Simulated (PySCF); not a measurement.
What does the PBE0-D3(BJ)/def2-SVP structure of `COc1cnc(B(C)C)cn1` look like in three dimensions?

```
atom  x, y, z in Å
C1     4.078    0.620   -0.193
O2     3.227   -0.430   -0.611
C3     1.921   -0.270   -0.434
C4     1.065   -1.316   -0.857
N5    -0.233   -1.225   -0.715
C6    -0.756   -0.104   -0.148
B7    -2.318   -0.003    0.012
C8    -2.993    1.309    0.564
C9    -3.204   -1.225   -0.406
C10    0.124    0.905    0.257
N11    1.450    0.831    0.119
H12    3.844    1.555   -0.724
H13    5.098    0.295   -0.428
H14    3.976    0.807    0.887
H15    1.495   -2.215   -1.313
H16   -2.384    1.912    1.253
H17   -3.189    1.948   -0.320
H18   -3.975    1.122    1.025
H19   -4.163   -0.922   -0.857
H20   -3.471   -1.754    0.530
H21   -2.681   -1.946   -1.049
H22   -0.259    1.821    0.718
```

Orientation and origin are arbitrary. Atoms count from 1 in this order. The 4 C–N bonds span 1.309 Å (C4–N5, aromatic) to 1.360 Å (N5–C6, aromatic), a spread of 0.051 Å. The 6-membered ring C3–C4–N5–C6–C10–N11 has internal angles of 116.4° to 123.7° (sum 720°, against 720° for a flat polygon); it is planar, 0.00 Å rms from its mean plane, widest ring torsion 0°. B7 (three-coordinate boron) is planar (angles 121.0°, 120.1° and 118.9°, sum 360.0°, 0.01 Å off the plane of its three neighbours). The 2 C–O bonds span 1.328 Å (O2–C3, drawn single) to 1.415 Å (C1–O2, drawn single), a spread of 0.087 Å.

Bonds between heavy atoms (Å): C1–O2 1.415, O2–C3 1.328, C3–C4 1.417, C4–N5 1.309, N5–C6 1.360, C6–B7 1.573, B7–C8 1.575, B7–C9 1.566, C6–C10 1.399, C10–N11 1.335, C3–N11 1.318.

Method used: PySCF, PBE0-D3(BJ)/def2-SVP geometry optimisation, gas phase.

Stationary, but not proved a minimum. The numbers are those of one conformer (C1–O2–C3–C4 180°).

Time: 4.7 min wall; peak memory 1.0 GiB. Hardware: one thread, Arm Neoverse V2 (aarch64), shared host. That covers the optimisation of the geometry.
